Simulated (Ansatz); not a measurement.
Reaction (formal hydrolysis of the Si–C bond): `C[SiH2]CBr` + H₂O → `O[SiH2]CBr` + CH₄

Calculated with Ansatz (gas phase, PBE0-D4/def2-TZVP geometries, no zero-point term in ΔE). CCSD(T)/CBS adds triple-zeta CCSD(T) − MP2 to the extrapolated MP2 energy (def2 sets, frozen cores). This one scheme is used for every species. Functionals use def2-TZVPP. HSE06 is defined as in plane-wave codes. For Br outer-core shells are correlated without core-valence functions, which leaves a few kJ/mol of doubt a bond. Scalar relativity is left out up to krypton. One conformer a species, not always the lowest.

`C[SiH2]CBr`:

Cartesian coordinates in Å:
```
C -0.830 1.288 -0.393
Si 0.554 0.051 -0.551
C 0.330 -1.383 0.650
Br 0.317 -0.723 2.483
H -0.865 1.698 0.619
H -0.689 2.115 -1.093
H -1.796 0.824 -0.608
H 1.874 0.678 -0.281
H 0.579 -0.536 -1.923
H -0.616 -1.906 0.506
H 1.142 -2.106 0.590
```

H₂O:

Z-matrix (Å, degrees):
```
O
H 1 0.960
H 1 0.960 2 105.1
```

`O[SiH2]CBr`:

```xyz
9

O     0.926   -1.658   -0.435
Si   -0.013   -0.621    0.438
C    -0.014    1.099   -0.311
Br   -1.105    2.202    0.867
H     0.537   -2.093   -1.193
H     0.582   -0.544    1.789
H    -1.421   -1.093    0.490
H     0.975    1.556   -0.346
H    -0.468    1.152   -1.300
```

CH₄:

Z-matrix (Å, degrees):
```
C
H 1 1.090
H 1 1.090 2 109.5
H 1 1.090 2 109.5 3 -120.0
H 1 1.090 2 109.5 3 120.0
```

```tsv
level	ΔE (kJ/mol)	difference from CCSD(T)/CBS
BLYP-D4	-97.4	-3.6
B97M-V	-100.3	-6.5
PBE0-D4	-89.2	4.6
HSE06-D4	-89.1	4.7
ωB97M-V	-96.2	-2.4
PBE-QIDH	-94.9	-1.1
revPBE	-91.2	2.6
r2SCAN	-99.1	-5.3
r2SCANh	-98.8	-5.0
HSE06	-91.9	1.9
HF/def2-SVP	-103.4	-9.6
MP2/def2-SVP	-94.6	-0.8
CCSD/def2-SVP	-93.5	0.3
HF/def2-TZVPP	-113.1	-19.3
MP2/def2-TZVPP	-97.1	-3.3
HF/CBS(def2)	-113.6	-19.8
CCSD(T)/CBS	-93.8	0
```

Largest T1 diagnostic among the species: 0.009.

In def2-TZVPP, CCSD(T) changes the Hartree–Fock value by +17.5 kJ/mol (the triples alone add +1.8 kJ/mol) and MP2 by +16.1 kJ/mol. The D4 term adds +5.0 kJ/mol with B3LYP and +2.9 kJ/mol with PBE0; it sums over pairs of atoms, weighted by their polarisabilities, and B3LYP, whose exchange is more repulsive, gets the larger term. From BLYP to BHLYP (50 % exact exchange), in def2-TZVPP and without D4, ΔE moves by −3.6 kJ/mol.

B3LYP here is the variant with VWN-RPA as its local correlation; programs differ in this.
